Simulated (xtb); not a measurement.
C$_{7}$H$_{4}$N, doublet, from a rough starting geometry; GFN2-xTB run with xtb 6.7.1.

The xtb input:
```
$ xtb mol.xyz --gfn 2 --uhf 1 --opt vtight --json

# file mol.xyz
12

N      3.47568085     0.09290496    -0.04693670
C      2.35548274     0.01705352    -0.02345661
C      1.00998571    -0.09240009     0.01174055
C      0.31859618    -1.32334591    -0.06877952
C     -0.96327832    -1.38673796    -0.02555674
C     -1.86712374    -0.35824293     0.04738007
C     -1.22384791     0.91716515     0.07542079
C      0.10345058     1.03770891     0.07102315
H      0.97104709    -2.29506164    -0.09099539
H     -2.87413628    -0.37135974     0.09869908
H     -1.84921646     1.86675672     0.13774579
H      0.64126820     2.05258658     0.10803833
```

Write the output that xtb gives for this input, abridged.


```
   ID    Z sym.   atoms
    1    7 N      1
    2    6 C      2-8
    3    1 H      9-12

           -------------------------------------------------
          |                Calculation Setup                |
           -------------------------------------------------

           -------------------------------------------------
          |                 G F N 2 - x T B                 |
           -------------------------------------------------

          ...................................................
          :                      SETUP                      :
          :.................................................:
          :  # basis functions                  36          :
          :  # atomic orbitals                  36          :
          :  # shells                           20          :
          :  # electrons                        37          :
          :  max. iterations                   250          :
          :  Hamiltonian                  GFN2-xTB          :
          :  restarted?                      false          :
          :  GBSA solvation                  false          :
          :  PC potential                    false          :
          :  electronic temp.          300.0000000     K    :
          :  accuracy                    1.0000000          :
          :  -> integral cutoff          0.2500000E+02      :
          :  -> integral neglect         0.1000000E-07      :
          :  -> SCF convergence          0.1000000E-05 Eh   :
          :  -> wf. convergence          0.1000000E-03 e    :
          :  Broyden damping             0.4000000          :
          :  net charge                          0          :
          :  unpaired electrons                  1          :
          ...................................................

 iter      E             dE          RMSdq      gap      omega  full diag
   1    -20.1902317 -0.201902E+02  0.659E+00    1.56       0.0  T
   2    -20.2000922 -0.986045E-02  0.418E+00    1.36       1.0  T
   3    -20.1632536  0.368386E-01  0.255E+00    1.29       1.0  T
   4    -20.2163573 -0.531036E-01  0.376E-01    1.29       1.0  T
   5    -20.2170924 -0.735164E-03  0.200E-01    1.23       1.0  T
   6    -20.2174955 -0.403076E-03  0.460E-02    1.27       1.0  T
   7    -20.2174973 -0.180723E-05  0.271E-02    1.28       1.1  T
   8    -20.2175005 -0.320557E-05  0.839E-03    1.27       3.4  T
   9    -20.2175009 -0.339127E-06  0.255E-03    1.27      11.3  T
  10    -20.2175009 -0.399845E-07  0.138E-03    1.27      20.9  T
  11    -20.2175009 -0.241607E-08  0.264E-04    1.27     109.2  T
  12    -20.2175009 -0.635197E-09  0.112E-04    1.27     258.9  T

   *** convergence criteria satisfied after 12 iterations ***

         :::::::::::::::::::::::::::::::::::::::::::::::::::::
         ::                     SUMMARY                     ::
         :::::::::::::::::::::::::::::::::::::::::::::::::::::
         :: total energy             -19.763247889240 Eh    ::
         :: gradient norm              0.237871847896 Eh/a0 ::
         :: HOMO-LUMO gap              1.272224491862 eV    ::
         ::.................................................::
         :: SCC energy               -20.217495192163 Eh    ::
         :: -> isotropic ES            0.008668032822 Eh    ::
         :: -> anisotropic ES          0.001464084594 Eh    ::
         :: -> anisotropic XC          0.026332993735 Eh    ::
         :: -> dispersion             -0.009575583699 Eh    ::
         :: repulsion energy           0.454247302924 Eh    ::
         :: add. restraining           0.000000000000 Eh    ::
         :: total charge              -0.000000000000 e     ::
         :::::::::::::::::::::::::::::::::::::::::::::::::::::

      -----------------------------------------------------------
     |                   =====================                   |
     |                        A N C O P T                        |
     |                   =====================                   |
     |               Approximate Normal Coordinate               |
     |                Rational Function Optimizer                |
      -----------------------------------------------------------
      -----------------------------------------------------------
     |                   =====================                   |
     |                        A N C O P T                        |
     |                   =====================                   |
     |               Approximate Normal Coordinate               |
     |                Rational Function Optimizer                |
      -----------------------------------------------------------

          ...................................................
          :                      SETUP                      :
          :.................................................:
          :   optimization level         verytight          :
          :   max. optcycles                   240          :
          :   ANC micro-cycles                  20          :
          :   degrees of freedom                30          :
          :.................................................:
          :   RF solver                   davidson          :
          :   write xtbopt.log                true          :
          :   linear?                        false          :
          :   energy convergence         0.1000000E-06 Eh   :
          :   grad. convergence          0.2000000E-03 Eh/α :
          :   maxmium RF displ.          1.0000000          :
          :   Hlow (freq-cutoff)         0.1000000E-01      :
          :   Hmax (freq-cutoff)         5.0000000          :
          :   S6 in model hess.         20.0000000          :
          ...................................................

generating ANC from exact Hessian ...
Using Lindh-Hessian (1995)
 Shifting diagonal of input Hessian by    8.5230629854357812E-003
 Lowest  eigenvalues of input Hessian
[...]
 * total energy  :   -19.7632479 Eh     change       -0.2527401E-10 Eh
 * total energy  :   -19.7865018 Eh     change       -0.2325396E-01 Eh
 * total energy  :   -19.7908599 Eh     change       -0.4358037E-02 Eh
 * total energy  :   -19.7906065 Eh     change        0.2533624E-03 Eh
 * total energy  :   -19.7914259 Eh     change       -0.8193376E-03 Eh
 * total energy  :   -19.7914859 Eh     change       -0.6001272E-04 Eh
 * total energy  :   -19.7915042 Eh     change       -0.1836045E-04 Eh
 * total energy  :   -19.7915111 Eh     change       -0.6863324E-05 Eh
 * total energy  :   -19.7915119 Eh     change       -0.7944250E-06 Eh
 * total energy  :   -19.7915120 Eh     change       -0.1463668E-06 Eh
 * total energy  :   -19.7915121 Eh     change       -0.3663235E-07 Eh
   *** GEOMETRY OPTIMIZATION CONVERGED AFTER 11 ITERATIONS ***
         :: total energy             -19.791512077431 Eh    ::
[...]
        21                         -0.2444660              -6.6523
        22                         -0.2112012              -5.7471
        23                         -0.1753470              -4.7714
        24                         -0.0924943              -2.5169
        25                          0.1009333               2.7465
        26                          0.1127579               3.0683
        27                          0.1550915               4.2203
        28                          0.1605973               4.3701
        29                          0.1770627               4.8181
        30                          0.3581065               9.7446
       ...                                ...                  ...
        36                          1.1651599              31.7056
      -------------------------------------------------------------
                  HL-Gap            0.0640823 Eh            1.7438 eV
             Fermi-level           -0.3496711 Eh           -9.5150 eV

     #   Z          covCN         q      C6AA      α(0)
     1   7 N        0.911    -0.227    25.964     7.370
     2   6 C        1.911     0.113    28.304     8.592
     3   6 C        2.985     0.024    27.458     8.595
     4   6 C        2.922    -0.009    28.237     8.714
     5   6 C        2.019    -0.054    32.469     9.203
     6   6 C        2.915    -0.011    28.282     8.721
     7   6 C        2.929    -0.022    28.556     8.764
     8   6 C        2.923    -0.025    28.622     8.773
     9   1 H        0.926     0.057     2.233     2.337
    10   1 H        0.926     0.055     2.261     2.351
    11   1 H        0.926     0.048     2.342     2.393
    12   1 H        0.926     0.049     2.326     2.385

 Mol. C6AA /au·bohr⁶  :       2371.812569
 Mol. C8AA /au·bohr⁸  :      60988.194182
 Mol. α(0) /au        :         78.198606

Wiberg/Mayer (AO) data.
largest (>0.10) Wiberg bond orders for each atom

 ---------------------------------------------------------------------------
     #   Z sym  total        # sym  WBO       # sym  WBO       # sym  WBO
 ---------------------------------------------------------------------------
     1   7 N    2.985 --     2 C    2.794
     2   6 C    3.948 --     1 N    2.794     3 C    1.096
     3   6 C    3.984 --     8 C    1.370     4 C    1.298     2 C    1.096
                             6 C    0.107
     4   6 C    3.987 --     5 C    1.518     3 C    1.298     9 H    0.957
                             7 C    0.112
     5   6 C    3.302 --     4 C    1.518     6 C    1.485     8 C    0.103
     6   6 C    3.961 --     5 C    1.485     7 C    1.379    10 H    0.958
                             3 C    0.107
     7   6 C    3.986 --     8 C    1.460     6 C    1.379    11 H    0.962
                             4 C    0.112
     8   6 C    3.992 --     7 C    1.460     3 C    1.370    12 H    0.963
                             5 C    0.103
     9   1 H    0.997 --     4 C    0.957
    10   1 H    0.997 --     6 C    0.958
    11   1 H    0.996 --     7 C    0.962
    12   1 H    0.997 --     8 C    0.963
 ---------------------------------------------------------------------------

Topologies differ in total number of bonds
Writing topology from bond orders to xtbtopo.mol

molecular dipole:
                 x           y           z       tot (Debye)
 q only:       -1.082       0.118       0.029
   full:       -1.482       0.231       0.043       3.813
molecular quadrupole (traceless):
                xx          xy          yy          xz          yz          zz
 q only:       -6.444      -1.500       4.531       0.041       0.158       1.913
  q+dip:       -8.133      -3.099       7.520      -0.050       0.393       0.613
   full:      -11.375      -2.831       7.308       0.109       0.223       4.067

           -------------------------------------------------
          |                Geometry Summary                 |
           -------------------------------------------------

      molecular mass/u    :      102.1136175
   center of mass at/Å    :        0.4199036      -0.1102335       0.0100151
  moments of inertia/u·Å² :        0.8236325E+02   0.3172622E+03   0.3996255E+03
rotational constants/cm⁻¹ :        0.2046742E+00   0.5313469E-01   0.4218358E-01

 * 11 selected distances

     #   Z          #   Z                                           value/Å
     1   7 N        2   6 C                                       1.1468753
     3   6 C        4   6 C                                       1.4081571 (max)
     4   6 C        5   6 C                                       1.3580288
     5   6 C        6   6 C                                       1.3644840
     6   6 C        7   6 C                                       1.3955127
     3   6 C        8   6 C                                       1.3941729
     7   6 C        8   6 C                                       1.3813227
     4   6 C        9   1 H                                       1.0791980
     6   6 C       10   1 H                                       1.0791361 (min)
     7   6 C       11   1 H                                       1.0800420
     8   6 C       12   1 H                                       1.0805516

 * 3 distinct bonds (by element types)

   Z      Z             #   av. dist./Å        max./Å        min./Å
   1 H    6 C           4     1.0797319     1.0805516     1.0791361
   6 C    6 C           6     1.3836130     1.4081571     1.3580288
   6 C    7 N           1     1.1468753     1.1468753     1.1468753

optimized geometry written to: xtbopt.xyz

           -------------------------------------------------
          | TOTAL ENERGY              -19.791512077431 Eh   |
          | GRADIENT NORM               0.000051571168 Eh/α |
          | HOMO-LUMO GAP               1.743767154145 eV   |
           -------------------------------------------------

normal termination of xtb
```
